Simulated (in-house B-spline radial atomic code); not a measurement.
Orbital energies and mean radii along the 1-electron series, configuration 1s1. The effective charge is n√(-2ε), a non-relativistic measure. Computed with an all-electron radial atomic-structure program (B-spline basis): Dirac-Hartree-Fock, average of the configuration, finite nuclei.

```csv
ion,Z,energy of 1s1/2 (Eh),mean radius of 1s1/2 (bohr),effective charge of 1s1/2
Zr39+,40,-817.79,0.036412,40.442
Nb40+,41,-860.18,0.035469,41.477
Mo41+,42,-903.72,0.034569,42.514
Tc42+,43,-948.42,0.03371,43.553
Ru43+,44,-994.29,0.032889,44.594
Rh44+,45,-1041.34,0.032102,45.636
Pd45+,46,-1089.57,0.031349,46.681
Ag46+,47,-1139,0.030626,47.728
Cd47+,48,-1189.63,0.029932,48.778
In48+,49,-1241.48,0.029265,49.829
Sn49+,50,-1294.55,0.028623,50.883
Sb50+,51,-1348.87,0.028005,51.94
Te51+,52,-1404.43,0.02741,52.999
I52+,53,-1461.26,0.026836,54.06
Xe53+,54,-1519.36,0.026282,55.125
Cs54+,55,-1578.74,0.025746,56.192
Ba55+,56,-1639.43,0.025229,57.261
La56+,57,-1701.43,0.024729,58.334
Ce57+,58,-1764.76,0.024244,59.41
Pr58+,59,-1829.43,0.023775,60.488
Nd59+,60,-1895.45,0.023321,61.57
```

(1) How does the screening of 1s1/2 change?

## Answers

(1) Z less the effective charge goes from -0.44 at Z = 40 to -1.57 at Z = 60.
